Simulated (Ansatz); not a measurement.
Steps of a relaxation of C6H19N4Ta, SMILES `C[N](C)[Ta](=[NH])([N](C)C)[N](C)C` with RKS PBE0-D4/def2-TZVP.

```sh
$ ansatz run in.yaml --threads 11 --pin off --events-out ev --progress --plain --max-ram 110592MiB --backend cuda --devices 0, --max-vram 75GiB
```

```yaml
crystal:
  periodic: [false, false, false]
  atoms:
    - {symbol: C, position_ang: [-2.480617, -0.720090, -0.097685]}
    - {symbol: N, position_ang: [-1.618048, -0.019941, -1.031378]}
    - {symbol: C, position_ang: [-2.280576, 0.275505, -2.287995]}
    - {symbol: Ta, position_ang: [0.247333, 0.510140, -0.453571]}
    - {symbol: N, position_ang: [0.857617, 1.771376, -1.570929]}
    - {symbol: N, position_ang: [0.204202, 1.269292, 1.422080]}
    - {symbol: C, position_ang: [0.315826, 2.659567, 1.824661]}
    - {symbol: C, position_ang: [0.124469, 0.366085, 2.555695]}
    - {symbol: N, position_ang: [1.487201, -1.086996, -0.534821]}
    - {symbol: C, position_ang: [1.028098, -2.372376, -0.041680]}
    - {symbol: C, position_ang: [2.814498, -1.155505, -1.117483]}
    - {symbol: H, position_ang: [-3.402808, -0.134881, 0.140793]}
    - {symbol: H, position_ang: [-2.812819, -1.711759, -0.492656]}
    - {symbol: H, position_ang: [-1.966626, -0.909860, 0.869892]}
    - {symbol: H, position_ang: [-3.195593, 0.900013, -2.136444]}
    - {symbol: H, position_ang: [-2.608521, -0.656929, -2.809755]}
    - {symbol: H, position_ang: [-1.598739, 0.824497, -2.964324]}
    - {symbol: H, position_ang: [1.204325, 2.496392, -2.198416]}
    - {symbol: H, position_ang: [1.215345, 2.833375, 2.466360]}
    - {symbol: H, position_ang: [0.397251, 3.313561, 0.935325]}
    - {symbol: H, position_ang: [-0.572954, 2.990000, 2.416958]}
    - {symbol: H, position_ang: [1.017895, 0.450492, 3.222899]}
    - {symbol: H, position_ang: [-0.777801, 0.559829, 3.187141]}
    - {symbol: H, position_ang: [0.072555, -0.695724, 2.228108]}
    - {symbol: H, position_ang: [-0.002447, -2.307403, 0.371061]}
    - {symbol: H, position_ang: [0.999736, -3.145182, -0.849110]}
    - {symbol: H, position_ang: [1.683160, -2.770358, 0.772157]}
    - {symbol: H, position_ang: [3.121252, -0.163003, -1.497907]}
    - {symbol: H, position_ang: [2.855813, -1.880623, -1.967716]}
    - {symbol: H, position_ang: [3.575171, -1.489894, -0.369959]}
basis:
  gaussian: {orbitals: def2-TZVP}
hamiltonian: {xc: pbe0, dispersion: d4}
relax: {f_tol: 0.005, max_steps: 150}
```

Positions (Å) and forces (eV/Å) along the path, 4 of 6 steps:

```xyz
30
step=1 energy=-14036.5686 eV
C    -2.481   -0.720   -0.098   -0.216   -0.133    0.136
N    -1.618   -0.020   -1.031    0.087    0.016    0.061
C    -2.281    0.276   -2.288   -0.152    0.041   -0.223
Ta    0.247    0.510   -0.454    0.121    0.288   -0.232
N     0.858    1.771   -1.571   -0.059   -0.117    0.123
N     0.204    1.269    1.422    0.011   -0.059   -0.063
C     0.316    2.660    1.825    0.024    0.247    0.092
C     0.124    0.366    2.556   -0.005   -0.130    0.250
N     1.487   -1.087   -0.535   -0.089    0.058    0.004
C     1.028   -2.372   -0.042   -0.034   -0.278    0.070
C     2.814   -1.156   -1.117    0.246   -0.050   -0.100
H    -3.403   -0.135    0.141    0.475   -0.256   -0.139
H    -2.813   -1.712   -0.493    0.190    0.490    0.157
H    -1.967   -0.910    0.870   -0.222    0.107   -0.450
H    -3.196    0.900   -2.136    0.459   -0.302   -0.031
H    -2.609   -0.657   -2.810    0.179    0.429    0.285
H    -1.599    0.824   -2.964   -0.321   -0.272    0.364
H     1.204    2.496   -2.198   -0.223   -0.472    0.398
H     1.215    2.833    2.466   -0.438   -0.129   -0.329
H     0.397    3.314    0.935   -0.040   -0.366    0.445
H    -0.573    2.990    2.417    0.421   -0.205   -0.300
H     1.018    0.450    3.223   -0.431   -0.017   -0.368
H    -0.778    0.560    3.187    0.432   -0.066   -0.345
H     0.073   -0.696    2.228    0.035    0.508    0.139
H    -0.002   -2.307    0.371    0.474   -0.010   -0.205
H     1.000   -3.145   -0.849    0.022    0.416    0.373
H     1.683   -2.770    0.772   -0.298    0.235   -0.398
H     3.121   -0.163   -1.498   -0.186   -0.489    0.197
H     2.856   -1.881   -1.968   -0.063    0.352    0.421
H     3.575   -1.490   -0.370   -0.400    0.164   -0.333
30
step=2 energy=-14036.6899 eV
C    -2.458   -0.714   -0.094   -0.077   -0.054    0.064
N    -1.595   -0.020   -1.020   -0.222   -0.048   -0.065
C    -2.259    0.273   -2.268   -0.065    0.008   -0.086
Ta    0.245    0.510   -0.451   -0.013   -0.060    0.028
N     0.851    1.755   -1.559    0.117    0.258   -0.208
N     0.202    1.254    1.401    0.008    0.098    0.229
C     0.312    2.635    1.808    0.004    0.091    0.046
C     0.126    0.359    2.532   -0.005   -0.061    0.092
N     1.466   -1.069   -0.528    0.140   -0.186   -0.022
C     1.014   -2.351   -0.041   -0.026   -0.105    0.035
C     2.788   -1.143   -1.106    0.096   -0.024   -0.034
H    -3.370   -0.132    0.132    0.145   -0.078   -0.043
H    -2.780   -1.695   -0.488    0.057    0.149    0.051
H    -1.954   -0.897    0.867   -0.074    0.025   -0.131
H    -3.164    0.888   -2.110    0.139   -0.092   -0.013
H    -2.580   -0.652   -2.780    0.052    0.133    0.082
H    -1.587    0.819   -2.936   -0.097   -0.078    0.094
H     1.196    2.470   -2.182   -0.052   -0.113    0.090
H     1.202    2.799    2.443   -0.133   -0.035   -0.100
H     0.394    3.283    0.930   -0.012   -0.093    0.131
H    -0.569    2.955    2.394    0.129   -0.055   -0.090
H     1.010    0.454    3.189   -0.132   -0.005   -0.112
H    -0.769    0.551    3.152    0.133   -0.023   -0.102
H     0.083   -0.693    2.212    0.008    0.149    0.050
H    -0.009   -2.291    0.361    0.142   -0.013   -0.057
H     0.995   -3.111   -0.843    0.007    0.128    0.114
H     1.662   -2.737    0.767   -0.093    0.069   -0.121
H     3.091   -0.163   -1.485   -0.042   -0.141    0.053
H     2.823   -1.864   -1.943   -0.017    0.107    0.127
H     3.535   -1.473   -0.361   -0.117    0.050   -0.104
30
step=5 energy=-14036.7003 eV
C    -2.459   -0.710   -0.095   -0.001   -0.001    0.001
N    -1.599   -0.016   -1.023    0.001    0.001   -0.001
C    -2.266    0.269   -2.269   -0.001   -0.001    0.000
Ta    0.247    0.514   -0.456   -0.003   -0.003    0.003
N     0.853    1.765   -1.564    0.001    0.006    0.002
N     0.205    1.257    1.403    0.001    0.001   -0.002
C     0.311    2.635    1.815    0.000    0.000    0.001
C     0.132    0.360    2.531    0.000   -0.001    0.002
N     1.469   -1.071   -0.533    0.001    0.001   -0.002
C     1.013   -2.350   -0.045   -0.001   -0.002    0.001
C     2.791   -1.150   -1.101    0.000   -0.001    0.001
H    -3.369   -0.132    0.123    0.001   -0.001    0.000
H    -2.774   -1.689   -0.485    0.000    0.001    0.001
H    -1.959   -0.885    0.864   -0.001    0.001   -0.002
H    -3.169    0.877   -2.109    0.001   -0.001   -0.001
H    -2.582   -0.657   -2.773    0.000    0.001    0.000
H    -1.602    0.814   -2.938   -0.001   -0.001    0.001
H     1.196    2.476   -2.186    0.000   -0.003   -0.003
H     1.197    2.796    2.447   -0.001    0.000   -0.001
H     0.390    3.286    0.945    0.000   -0.001    0.002
H    -0.567    2.945    2.400    0.001    0.000    0.000
H     1.011    0.460    3.184   -0.001    0.000   -0.001
H    -0.761    0.548    3.145    0.001   -0.001    0.000
H     0.095   -0.688    2.211    0.001    0.002    0.000
H    -0.009   -2.291    0.347    0.002    0.000   -0.002
H     1.003   -3.106   -0.843    0.000    0.001    0.001
H     1.654   -2.730    0.764   -0.001    0.000   -0.001
H     3.099   -0.177   -1.483    0.000   -0.002    0.001
H     2.828   -1.872   -1.930    0.001    0.001    0.001
H     3.529   -1.476   -0.353    0.000    0.001   -0.001
30
step=6 energy=-14036.7003 eV
C    -2.459   -0.709   -0.094    0.000    0.000    0.000
N    -1.599   -0.016   -1.022    0.000    0.000    0.000
C    -2.266    0.268   -2.269    0.000    0.000    0.000
Ta    0.247    0.515   -0.456   -0.001    0.000    0.000
N     0.853    1.766   -1.564    0.000    0.000   -0.001
N     0.205    1.257    1.403    0.000    0.000    0.001
C     0.310    2.634    1.816    0.001    0.000    0.000
C     0.133    0.359    2.530    0.000   -0.001   -0.001
N     1.468   -1.071   -0.533   -0.001    0.000    0.000
C     1.012   -2.349   -0.047    0.000    0.000    0.000
C     2.792   -1.150   -1.100    0.000    0.000    0.000
H    -3.369   -0.130    0.123    0.000    0.000    0.000
H    -2.774   -1.689   -0.483    0.000    0.000    0.000
H    -1.960   -0.883    0.865    0.000    0.000    0.000
H    -3.170    0.875   -2.110    0.000    0.000    0.000
H    -2.581   -0.658   -2.773    0.000    0.000    0.000
H    -1.602    0.813   -2.939    0.000    0.000    0.000
H     1.196    2.473   -2.190    0.000    0.000    0.000
H     1.196    2.796    2.448    0.000    0.000    0.000
H     0.389    3.286    0.946    0.000    0.000    0.000
H    -0.568    2.945    2.401    0.000    0.000    0.000
H     1.013    0.460    3.184    0.000    0.000    0.000
H    -0.759    0.546    3.145    0.000    0.000    0.000
H     0.097   -0.688    2.210    0.000    0.000    0.000
H    -0.011   -2.291    0.343    0.000    0.000    0.000
H     1.003   -3.106   -0.845    0.000    0.000    0.000
H     1.651   -2.730    0.763    0.000    0.000    0.000
H     3.099   -0.177   -1.482    0.000    0.000    0.000
H     2.830   -1.872   -1.929    0.000    0.000    0.000
H     3.529   -1.475   -0.351    0.000    0.000    0.000
```

Run time 12 s (11 threads of an AMD EPYC 7R13 on a shared host and a whole NVIDIA H100 80 GB); peak host memory 1.3 GiB.
